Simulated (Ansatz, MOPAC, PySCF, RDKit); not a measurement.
Complex: NH3 (SMILES N) (first 4 atoms) with ClH3Si (SMILES [SiH3]Cl); geometry from B3LYP-D3(BJ)/def2-TZVP, rigid monomers moved along the line of their centres of mass till N1···Si5 is 3.53 Å.
(charge 0, multiplicity 1):
```xyz
9

N     -0.09384    -0.07481     0.31170
H     -0.30931     0.89875     0.49351
H      0.52875    -0.11158    -0.48725
H     -0.96142    -0.52831     0.04872
Si     0.37751    -1.09965     3.66119
Cl    -1.37716     0.00204     3.82242
H      0.65983    -1.57449     5.03571
H      1.48152    -0.23371     3.21843
H      0.16589    -2.26434     2.78736
```

Counterpoise-corrected where a basis set is named; no monomer relaxation.

The state reached by AM1 isn't checked.

The values were computed with Ansatz (a program for electronic structure); MOPAC for AM1 (differences of heats of formation); PySCF for the dispersion terms; RDKit for the force fields. Each number belongs to the level named beside it.

Task: One of these levels gives -77.9 meV for the interaction energy. Name it.
A) PBE-D3(BJ)/def2-TZVPPD
B) PBE/def2-TZVPPD
C) AM1
D) MMFF94

Result: D, MMFF94. The others give -44.0 (AM1), -92.0 (PBE/def2-TZVPPD), -133.2 (PBE-D3(BJ)/def2-TZVPPD)
